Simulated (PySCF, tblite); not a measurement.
Isomers of C6H9SSi (doublet state), one GFN2-xTB conformer each. Single-point energies are computed at B3LYP/pcH-1 (PySCF, gas phase, no added dispersion term), electronic only. GFN2-xTB treats the open shell by occupation alone, and not every SCF solution was tested for stability.

Question: Rank them by B3LYP/pcH-1 energy, lowest first (kJ/mol).
A. `[SiH2:1][S:2][C@@:3]12[C@H:4]3[CH2:5][C@@H:6]1[C@@H:7]2[CH2:8]3` (doublet state) with H–Si1–S2–C3 -58° and 179°, Si1–S2–C3–C4 65°
B. `[SiH3:1][S:2][C@:3]12[C@@H:4]3[CH:5][C@H:6]1[CH2:7][C@H:8]23` (doublet state) with Si1–S2–C3–C4 69°

Answer: A (0.0), B (64.0).

GFN2-xTB itself gives, in the same order: 0.0, 53.2. Both levels put the same isomer lowest.

What happens when harmonic zero-point energies from GFN2-xTB frequencies are added?

```tsv
SMILES	ZPE (kJ/mol)	electronic (kJ/mol)	with ZPE (kJ/mol)
[SiH2]S[C@@]12[C@H]3C[C@@H]1[C@@H]2C3	337.0	0.0	0.0
[SiH3]S[C@]12[C@@H]3[CH][C@H]1C[C@@H]32	323.1	64.0	50.2
```

The zero-point energies span 13.9 kJ/mol. The order is unchanged.
